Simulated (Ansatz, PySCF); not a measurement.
GaBr₂, SMILES [Br][Ga][Br], multiplicity 2. Atoms are numbered in the order given.

```xyz
3

Ga     0.0000     0.0000     0.8127
Br     0.0000    -2.0356    -0.3564
Br     0.0000     2.0356    -0.3564
```
Charge 0, spin multiplicity 2.

Geometry optimised at B3LYP-D3(BJ)/def2-SVP. The spin state was assumed, not searched. The isomer is the one that the SMILES or the coordinates give; other isomers of the formula were not compared.

Two levels are set side by side: PBE-D3(BJ)/def2-SVP (Ansatz, a quantum-chemistry and plane-wave program) and B3LYP-D3(BJ)/def2-SVP (Ansatz). Each level has its own optimised geometry; the coordinates shown are those of the second. Frequencies come from the Hessian of PySCF at each geometry. Differences are taken from unrounded values.

```json
[
 {"quantity": "mean bond length (Å)", "B3LYP-D3(BJ)": "2.347"},
 {"quantity": "bond Ga1–Br2 (Å)", "B3LYP-D3(BJ)": "2.347"},
 {"quantity": "bond Ga1–Br3 (Å)", "B3LYP-D3(BJ)": "2.347"},
 {"quantity": "highest harmonic wavenumber (cm⁻¹)", "B3LYP-D3(BJ)": "299"},
 {"quantity": "mean harmonic wavenumber (cm⁻¹)", "B3LYP-D3(BJ)": "203"},
 {"quantity": "zero-point energy (kcal/mol)", "B3LYP-D3(BJ)": "0.87"}
]
```

Question: What does PBE-D3(BJ) give, and how far is it from B3LYP-D3(BJ)? (The exact figures need the calculation; the answer reports its results.)

Answer: 
| quantity | PBE-D3(BJ) | PBE-D3(BJ) minus B3LYP-D3(BJ) |
|---|---|---|
| mean bond length (Å) | 2.346 | -0.001 |
| bond Ga1–Br2 (Å) | 2.346 | -0.001 |
| bond Ga1–Br3 (Å) | 2.346 | -0.001 |
| highest harmonic wavenumber (cm⁻¹) | 300 | 0 |
| mean harmonic wavenumber (cm⁻¹) | 202 | -1 |
| zero-point energy (kcal/mol) | 0.87 | -0.01 |

Here PBE gives about what the other level gives.
